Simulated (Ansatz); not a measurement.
Geometry optimisation, RKS r2SCAN-D4/6-31G (Ansatz 0.2.0).

Input:

```yaml
crystal:
  periodic: [false, false, false]
  atoms:
    - { symbol: C, position_ang: [-1.3785, 0.7172, -0.0927] }
    - { symbol: C, position_ang: [-0.3559, -0.2553, -0.4873] }
    - { symbol: Si, position_ang: [1.13572, 0.49272, -1.05716] }
    - { symbol: B, position_ang: [-0.33041, -0.58421, -2.10887] }
    - { symbol: O, position_ang: [-0.9288, -1.14209, -3.2373] }
    - { symbol: H, position_ang: [-1.4571, 1.5856, -0.8672] }
    - { symbol: H, position_ang: [-1.217, 1.2233, 0.8965] }
    - { symbol: H, position_ang: [-2.378, 0.2763, -0.0943] }
    - { symbol: H, position_ang: [-0.23665, -1.11812, 0.12018] }
    - { symbol: H, position_ang: [2.36335, -0.32317, -1.19543] }
    - { symbol: H, position_ang: [1.10391, 1.88233, -1.62269] }
    - { symbol: H, position_ang: [-0.55965, -2.03528, -3.31338] }
basis:
  gaussian: { orbitals: "6-31G" }
hamiltonian:
  xc: r2scan
  dispersion: d4
relax:
  f_tol: 0.015
  max_steps: 40
```

Run as:

```bash
$ ansatz run input.yaml --threads 1 --pin off --max-ram 2048MiB --backend cpu --events-out ev --progress --plain --runs-dir out
```

Problem. Where does it end, and by what steps?

Solution. The forces met the threshold. Limits of this set-up: no polarisation functions. After 18 steps the energy has fallen by 2.151 eV; H12 moved furthest, 0.89 Å.

| step | energy less start (eV) | largest force component (eV/Å) | accepted |
| --- | --- | --- | --- |
| 0 | 0.0000 | 3.336 | yes |
| 1 | -1.1053 | 1.923 | yes |
| 2 | -1.5058 | 2.837 | yes |
| 3 | -1.8413 | 1.656 | yes |
| 4 | -2.0139 | 1.624 | yes |
| 5 | -2.0549 | 0.898 | yes |
| 6 | -2.0538 | 0.491 | no |
| 7 | -2.1151 | 0.337 | yes |
| 8 | -2.1212 | 0.174 | yes |
| 9 | -2.1233 | 0.494 | yes |
| 10 | -2.1362 | 0.108 | yes |
| 11 | -2.1353 | 0.325 | no |
| 12 | -2.1410 | 0.071 | yes |
| 13 | -2.1459 | 0.112 | yes |
| 14 | -2.1479 | 0.147 | yes |
| 15 | -2.1500 | 0.122 | yes |
| 16 | -2.1507 | 0.059 | yes |
| 17 | -2.1508 | 0.026 | yes |
| 18 | -2.1509 | 0.010 | yes |

```xyz
12
Properties=species:S:1:pos:R:3
C -1.558 0.680 -0.124
C -0.401 -0.228 -0.521
Si 1.354 0.259 -1.438
B -0.242 -0.819 -1.919
O -1.095 -1.208 -2.911
H -1.852 1.331 -0.956
H -1.294 1.321 0.727
H -2.440 0.086 0.155
H -0.032 -0.856 0.301
H 2.512 -0.183 -0.594
H 1.543 1.654 -1.972
H -0.732 -1.319 -3.809
```

Whether the end is a true minimum wasn't checked by a vibrational analysis.

Time of the run: 2.7 min on 1 thread of AMD EPYC (Zen 3) (shared host), peak memory 0.2 GiB.
